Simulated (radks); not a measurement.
Results of a calculation; reference values are marked as such.
Orbital eigenvalues (eV) of the europium ion Eu3+, [Xe] 4f6, at several levels of relativity; Dirac values are averaged over j with weights 2j + 1. Spin-unpolarised spherical Kohn-Sham, PBEsol, point nucleus unless stated (finite: rms radius 5.1115 fm), a radial shooting solver on a logarithmic mesh with Libxc functionals. A level marked "c x" has the speed of light scaled by that factor and shares open shells by 2j + 1; other Dirac levels either fill j = l - 1/2 first or share by 2j + 1.

shell       non-rel.  scalar-rel., finite nucleus  Dirac, low j first  Dirac, c x 0.85  change of magnitude, last against first (%)
2p           -6895.1                      -7106.7             -7121.1          -7223.3                                        +4.76
3s           -1614.2                      -1779.2             -1776.2          -1851.8                                       +14.72
3p           -1456.1                      -1510.2             -1512.7          -1538.4                                        +5.65
3d           -1161.4                      -1150.2             -1147.7          -1142.4                                        -1.64
4s           -339.61                      -378.49             -377.67          -395.92                                       +16.58
4p           -278.25                      -289.86             -290.35          -296.23                                        +6.46
4d           -169.10                      -166.29             -165.75          -164.74                                        -2.58
5s           -66.876                      -72.925             -72.769          -75.721                                       +13.22
5p           -49.905                      -50.966             -51.040          -51.682                                        +3.56
4f           -37.138                      -33.149             -32.903          -31.599                                       -14.91
5d (empty)   -25.194                      -24.535             -24.493          -24.271                                        -3.66
6s (empty)   -20.932                      -22.051             -22.030          -22.572                                        +7.84
